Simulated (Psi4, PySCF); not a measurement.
C$_{2}$H$_{6}$Be, charge -1, doublet, at a GFN2-xTB geometry (such geometries of metal compounds can be far from the true shape) (a state made from the parent by changing its charge; the spin is typed, not shown lowest) (in this run its highest filled SCF level lies above zero, so its values depend strongly on the basis, on diffuse functions most of all), atoms displaced at random by about 0.03 Å a coordinate. Base run: R2SCAN/STO-3G, gradient run with PySCF.

PySCF was given this input:
```python
from pyscf import gto, scf, dft

mol = gto.M(
    atom='''
Be   -0.411303    0.723626   -0.497896
C     1.306347    0.055075   -0.868012
H     1.213251   -1.027007   -1.029478
H     1.915283    0.172708   -0.075242
H     1.801317    0.409709   -1.773155
C    -1.140978   -0.247977    1.048100
H    -1.202645   -1.373250    0.832229
H    -2.086481   -0.023209    1.496349
H    -0.422755   -0.128075    1.848488
''',
    basis='sto-3g',
    charge=-1,
    spin=1,
    verbose=3,
)

mf = dft.UKS(mol)
mf.xc = 'r2scan'
mf.kernel()
g = mf.nuc_grad_method()
grad = g.kernel()
```

Programs used: Psi4, PySCF; a row that names a program was run with it.

The coordinate followed is y of atom 7.

Variants of this job, named by their change:

```tsv
change	dE/dx (Eh/bohr)	net force (Eh/bohr)
base	-0.028200	0.000800
conv_tol = 1e-6	-0.028191	0.000800
finite difference step (bohr) = 0.2; conv_tol = 1e-11	-0.022675	-
finite difference step (bohr) = 0.05; conv_tol = 1e-11	-0.027861	-
grids.level = 0; grid_response = on	-0.026592	0.000000
conv_tol = 1e-11	-0.028200	0.000800
code = psi4	-0.028154	0.000359
grids.level = 5; grid_response = off	-0.028198	0.000035
density fitting = on	-0.028175	0.000800
grids.level = 5; grid_response = on	-0.028198	0.000000
finite difference step (bohr) = 1e-5; conv_tol = 1e-11	-0.028203	-
grids.level = 1; grid_response = off	-0.028182	0.006793
```

The net force is zero for an exact gradient.

Open shells are given as the SCF converged; they aren't shown to be the lowest states, and a large step between rows can be another state.
